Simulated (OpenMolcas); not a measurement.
## Nd IV: CASPT2 settings compared

```yaml
Program: OpenMolcas
Basis: ANO-R1 [7s5p3d2f]
Scalar_Hamiltonian: X2C, finite nucleus
Active_space: 3 electrons in 7 orbitals (4f)
State_averaging: 2S+1 = 4 odd, 30 roots; 2S+1 = 2 odd, 35 roots
Spin-orbit_coupling: state interaction with AMFI integrals over the reference wave functions, term energies averaged over their components
```

Methods on the same reference wave functions:
A. CASSCF
B. SS-CASPT2, IPEA 0.1 Eh, imaginary shift 0.05 Eh (closed shells correlated: none)
C. SS-CASPT2, IPEA 0.75 Eh, sigma2 regulariser 0.2 Eh (closed shells correlated: 5s 5p)
D. XMS-CASPT2, IPEA 0.4 Eh, no level shift (closed shells correlated: 5s 5p)

Energies in cm-1 above 4f3 4I* 9/2, the measured ground level; measured values from the list in Arab et al., J. Quant. Spectrosc. Radiat. Transfer 229, 145 (2019) and Gaigalas et al. (2019), from Wyart et al. (2007).

| Level | A | B | C | D | Measured |
| --- | --- | --- | --- | --- | --- |
| 4f3 4I* 9/2 | 0.0 | 0.0 | 0.0 | 0.0 | 0.0 |
| 4f3 4I* 11/2 | 2023 | 2040 | 2040 | 2030 | 1897 |
| 4f3 4I* 13/2 | 4213 | 4240 | 4230 | 4230 | 3907 |
| 4f3 4I* 15/2 | 6504 | 6520 | 6520 | 6520 | 5989 |
| 4f3 2H* 9/2 [74 %] | 16009 | 15060 | 15160 | 15230 | 12800 |
| 4f3 4F* 3/2 | 16575 | 16040 | 15420 | 15360 | 11698 |
| 4f3 4F* 5/2 | 17383 | 16850 | 16230 | 16160 | 12748 |
| 4f3 4F* 7/2 | 18183 | 17600 | 17040 | 16980 | 13720 |
| 4f3 4S* 3/2 | 18513 | 17920 | 17420 | 17420 | 13792 |
| 4f3 4F* 9/2 | 19300 | 18670 | 18200 | 18160 | 14995 |
| 4f3 2H* 11/2 | 19444 | 18480 | 18610 | 18710 | 16162 |

Deviations, from unrounded energies. A percentage is the sum of absolute deviations over the sum of measured energies, with the sign that they share, or ± where signs differ.

```
                        Against measurement  Levels      A      B      C      D
             mean absolute deviation (cm-1)      10   3000   2600   2300   2300
      fine structure of the ground term (%)       3   +8.0   +8.5   +8.4   +8.4
other terms of the ground configuration (%)       7  +30.7  +25.7  +23.1  +23.0
```

C, D lie about equally close to measurement and A furthest from it. The largest miss of D in the table is 4f3 4F* 3/2, by +3700 cm-1. The ranking rests on the paired levels alone, and a cruder setting can come out closer through cancelling errors.

Among B to D the level of the table that moves most is 4f3 4F* 5/2, by 680 cm-1 (lowest in D, highest in B). Moves below CASPT2's spread within the term are not significant.

The mean deviations of B to D differ by less than CASPT2's widest spread within a term (520 cm-1), so their order carries little weight.

From A to B the spin-free energies of the other terms of 4f3 shown, above 4I*, scale by factors of 0.93 to 0.96, as is usual when dynamic correlation screens the repulsion within a d or f shell.

The lowest spin-free term lies below A's lowest term by 0.009 hartree in B, 0.126 hartree in C, 0.132 hartree in D.

CASPT2 breaks the degeneracy within a term, and the mean is taken; among the terms shown or strongly mixed into the levels shown the widest spread is 520 cm-1 (4f3 4I*, D). High states are left out of the spin-orbit mixing, which shifts the levels that they would mix with. Some levels mix across a computed gap that differs much from the measured one, so their mixing is not that of the real levels. The basis is small and was not contracted for so high a charge. The CASPT2 spread within a term exceeds the gap to the next term for 4f3 4F* and 4f3 4S*, so the order of their levels is uncertain, and so are names and mixing where such terms share a J (figures for C; the like holds for D). Without dynamic correlation excited terms often stand tens of per cent too high (terms of higher spin than the ground term too low), and those without a measured partner can miss by more than the paired ones (holds for A). Some terms miss by over 15 % even with CASPT2, which points to a basis or an active space too small for the shells correlated (holds for B; C; D). Computed and measured levels are paired by configuration, term and J; levels that our copy of the source lacks, or whose pairing is in doubt (as where it misses far off the trend of its configuration), stay unpaired and out of the deviations. Only configurations of the active space appear. The table leaves out levels that lie high or whose names do not pair safely across all columns.

A share in square brackets marks a mixed level and gives the weight of the term that names it, the lowest over the columns. * marks odd parity.
